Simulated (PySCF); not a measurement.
## Solvent effects on NMR parameters

Mapped SMILES: `[SiH3:1][N:2]([SiH3:3])[C:4]1=[O+:5][BH2-:6][O:7][CH:8]=[CH:9]1` (H(Xn): hydrogen on atom n).

GIAO PBE0/pcSseg-1 in PySCF 2.14.0 with density-fitted response routines on one PBE0-D3(BJ)/def2-SVP conformer, non-relativistic, equivalent nuclei averaged. Solvents enter as an IEF-PCM continuum (chloroform with ε = 4.7, acetone with ε = 20.5) around the gas-phase geometry. Shifts are referred to TMS, BF3·OEt2 computed in the same medium.

Gas phase, δ in ppm: Si1/Si3 -45.1, C8 182.1, C4 180.5, C9 91.6, B6 0.4, H(C8) 7.64, H(C9) 5.03, H(Si1)/H(Si3) 4.73, H(B6) 3.78. Dipole moment 5.29 D.

Problem. How does each δ change in the continuum?

Solution. 
| atoms | environment | Δδ, chloroform | Δδ, acetone |
| --- | --- | --- | --- |
| Si1/Si3 | silicon bonded to N, 3 H | +0.8 | +1.0 |
| C8 | alkene carbon bearing oxygen | +1.4 | +1.9 |
| C4 | amide carbonyl carbon | +0.8 | +1.0 |
| C9 | β carbon of an enol-ether or enamine type C=C | +2.1 | +2.9 |
| B6 | boron bonded to 2 O, 2 H, in a 6-membered ring | -0.4 | -0.5 |
| H(C8) | hydrogen on an alkene carbon bearing oxygen | +0.16 | +0.23 |
| H(C9) | hydrogen on a β carbon of an enol-ether or enamine type C=C | +0.36 | +0.50 |
| H(Si1)/H(Si3) | hydrogen on a silicon bonded to N | +0.01 | +0.01 |
| H(B6) | hydrogen on a boron bonded to 2 O, in a 6-membered ring | -0.23 | -0.30 |

Changes are relative to the gas phase. The dipole moment becomes 6.44 D in chloroform, 6.84 D in acetone.

Problem. Which of the listed nuclei move most (in ppm), and what does the model miss? (N and O are left out, as their reference compounds move with the solvent too.)

Solution. C9 (β carbon of an enol-ether or enamine type C=C, +2.9 ppm) in acetone. A continuum only polarises the solute; specific hydrogen bonds, the anisotropy of aromatic solvents and changes of geometry or conformer are outside it.
